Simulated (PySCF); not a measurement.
Job for PySCF: R-M06-2X/def2-TZVPPD on C2H3F (SMILES C=CF) with ghost functions.

```python
from pyscf import gto, dft

mol = gto.M(
    atom='''
    C    -1.32126047   -0.24738928    3.25670124
    C    -0.13717790   -0.29333688    3.83006328
    F     1.00320928   -0.03387362    3.14746683
    H    -1.44401284   -0.00010440    2.21108996
    H    -2.19661773   -0.46395313    3.85153730
    H     0.06923483   -0.53121459    4.86501523
    ghost-C    0.36766658    0.66827527   -0.22414263
    ghost-F   -1.00917104    0.55200367   -0.02614237
    ghost-H    0.58069407    1.67532978   -0.58369717
    ghost-H    0.87130459    0.48736240    0.72435410
    ghost-H    0.67317594   -0.07022206   -0.96585117
    ''',
    basis='def2-tzvppd',
    charge=0, spin=0, verbose=4, max_memory=1800)
mf = dft.RKS(mol, xc='m062x').density_fit(auxbasis='def2-universal-jkfit')
mf.grids.level = 4
mf.conv_tol = 1e-9
mf.max_cycle = 150
mf.kernel()
mf.dip_moment()
```

Output:

```
PySCF version 2.14.0

[INPUT] verbose = 4
[INPUT] num. atoms = 11
[INPUT] num. electrons = 24
[INPUT] charge = 0
[INPUT] spin (= nelec alpha-beta = 2S) = 0
[INPUT] symmetry False subgroup None
[INPUT] Mole.unit = angstrom
[INPUT] Symbol           X                Y                Z      unit          X                Y                Z       unit  Magmom
[INPUT]  1 C     -1.321260470000  -0.247389280000   3.256701240000 AA   -2.496820427514  -0.467497985353   6.154273413131 Bohr   0.0
[INPUT]  2 C     -0.137177900000  -0.293336880000   3.830063280000 AA   -0.259228661343  -0.554326365434   7.237770638953 Bohr   0.0
[INPUT]  3 F      1.003209280000  -0.033873620000   3.147466830000 AA    1.895790784822  -0.064011864648   5.947850294853 Bohr   0.0
[INPUT]  4 H     -1.444012840000  -0.000104400000   2.211089960000 AA   -2.728788787955  -0.000197287407   4.178354461176 Bohr   0.0
[INPUT]  5 H     -2.196617730000  -0.463953130000   3.851537300000 AA   -4.151005910064  -0.876744350335   7.278350655547 Bohr   0.0
[INPUT]  6 H      0.069234830000  -0.531214590000   4.865015230000 AA    0.130834866981  -1.003850088473   9.193546376538 Bohr   0.0
[INPUT]  7 GHOST-C   0.367666580000   0.668275270000  -0.224142630000 AA    0.694789141355   1.262857236120  -0.423568183540 Bohr   0.0
[INPUT]  8 GHOST-F  -1.009171040000   0.552003670000  -0.026142370000 AA   -1.907056878442   1.043135756055  -0.049401919547 Bohr   0.0
[INPUT]  9 GHOST-H   0.580694070000   1.675329780000  -0.583697170000 AA    1.097352754459   3.165914452528  -1.103027790984 Bohr   0.0
[INPUT] 10 GHOST-H   0.871304590000   0.487362400000   0.724354100000 AA    1.646527046176   0.920981459411   1.368830866206 Bohr   0.0
[INPUT] 11 GHOST-H   0.673175940000  -0.070222060000  -0.965851170000 AA    1.272118160247  -0.132700461303  -1.825194188391 Bohr   0.0

nuclear repulsion = 67.4272028108194
number of shells = 109
number of NR pGTOs = 380
number of NR cGTOs = 293
basis = def2-tzvppd
ecp = {}


******** <class 'pyscf.df.df_jk.DFRKS'> ********
method = DFRKS
initial guess = minao
damping factor = 0
level_shift factor = 0
DIIS = <class 'pyscf.scf.diis.CDIIS'>
diis_start_cycle = 1
diis_space = 8
diis_damp = 0
SCF conv_tol = 1e-09
SCF conv_tol_grad = None
SCF max_cycles = 150
direct_scf = False
XC library pyscf.dft.libxc version 7.1.2
    S. Lehtola, C. Steigemann, M. J. T. Oliveira, and M. A. L. Marques,  SoftwareX 7, 1–5 (2018)
XC functionals = m062x
    Y. Zhao and D. G. Truhlar,  Theor. Chem. Acc. 120, 215 (2008)
    Y. Zhao and D. G. Truhlar,  Theor. Chem. Acc. 120, 215 (2008)
radial grids:
    Treutler-Ahlrichs [JCP 102, 346 (1995); DOI:10.1063/1.469408] (M4) radial grids

becke partition: Becke, JCP 88, 2547 (1988); DOI:10.1063/1.454033
pruning grids: <function nwchem_prune>
grids dens level: 4
symmetrized grids: False
atomic radii adjust function: <function treutler_atomic_radii_adjust>
small_rho_cutoff = 0
Set gradient conv threshold to 3.16228e-05
Initial guess from minao.
tot grids = 237744
******** <class 'pyscf.df.df.DF'> ********
auxbasis = def2-universal-jkfit
init E= -178.104717340571
  HOMO = -0.29587890427732  LUMO = -0.019072405218381  gap/eV = 7.53229
cycle= 1 E= -177.790172207275  delta_E= 0.315  |g|= 0.445  |ddm|= 1.84
  HOMO = -0.322414595170912  LUMO = 0.0172393784274795  gap/eV = 9.24246
cycle= 2 E= -177.786944738552  delta_E= 0.00323  |g|= 0.504  |ddm|= 0.854
  HOMO = -0.333218125854732  LUMO = 0.0162585951666595  gap/eV = 9.50975
cycle= 3 E= -177.827675896169  delta_E= -0.0407  |g|= 0.0356  |ddm|= 0.296
  HOMO = -0.338504654977694  LUMO = 0.0165927685090331  gap/eV = 9.66269
cycle= 4 E= -177.827937484658  delta_E= -0.000262  |g|= 0.0115  |ddm|= 0.0456
  HOMO = -0.335392504375164  LUMO = 0.0167504562234844  gap/eV = 9.58230
cycle= 5 E= -177.827969171477  delta_E= -3.17e-05  |g|= 0.00332  |ddm|= 0.0191
  HOMO = -0.336171182256692  LUMO = 0.0166921059929144  gap/eV = 9.60190
cycle= 6 E= -177.827971942789  delta_E= -2.77e-06  |g|= 0.000463  |ddm|= 0.004
  HOMO = -0.336101927223876  LUMO = 0.01669713844503  gap/eV = 9.60015
cycle= 7 E= -177.827972024889  delta_E= -8.21e-08  |g|= 0.000345  |ddm|= 0.00104
  HOMO = -0.336107110722534  LUMO = 0.0166930151168855  gap/eV = 9.60018
cycle= 8 E= -177.827972050767  delta_E= -2.59e-08  |g|= 7.9e-05  |ddm|= 0.000394
  HOMO = -0.336111379219066  LUMO = 0.0166924243009143  gap/eV = 9.60028
cycle= 9 E= -177.827972052538  delta_E= -1.77e-09  |g|= 1.62e-05  |ddm|= 0.000142
  HOMO = -0.336111830419444  LUMO = 0.0166924351282544  gap/eV = 9.60029
cycle= 10 E= -177.827972052606  delta_E= -6.83e-11  |g|= 2.41e-06  |ddm|= 2.68e-05
  HOMO = -0.33611180117542  LUMO = 0.0166923751215742  gap/eV = 9.60029
Extra cycle  E= -177.827972052608  delta_E= -1.31e-12  |g|= 1.66e-06  |ddm|= 8.63e-06
converged SCF energy = -177.827972052608
Dipole moment(X, Y, Z, Debye): -1.25209, -0.29384,  0.78620
```

The run converged.

Cost: roughly 50 core-seconds.
